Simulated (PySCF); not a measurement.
## Ionisation energy along the 7-electron series

Calculated with PySCF 2.14 and a two-component X2C-1e Hamiltonian (Gaussian nucleus, no Breit or QED terms), each ion in its own even-tempered basis scaled to its charge; GMP2 freezes nothing and drops the highest virtual spinors. Values in eV. NIST values: (m) measured, (s) semi-empirical, (t) theoretical.

```
  ion  configuration  GHF (spin-free)  GMP2 (spin-free)  GHF (screened spin-orbit)  GMP2 (screened spin-orbit)           NIST
Mo³⁵⁺   [He] 2s2 2p3           4857.3            4857.1                     4799.9                      4799.2  4800 ± 30 (s)
Ru³⁷⁺   [He] 2s2 2p3           5395.2            5395.0                     5327.8                      5327.1  5330 ± 40 (s)
```

Fill in the row of Tc³⁶⁺.

configuration: [He] 2s2 2p3; GHF (spin-free): 5122.6; GMP2 (spin-free): 5122.4; GHF (screened spin-orbit): 5060.3; GMP2 (screened spin-orbit): 5059.6; NIST: 5060 ± 40 (s).
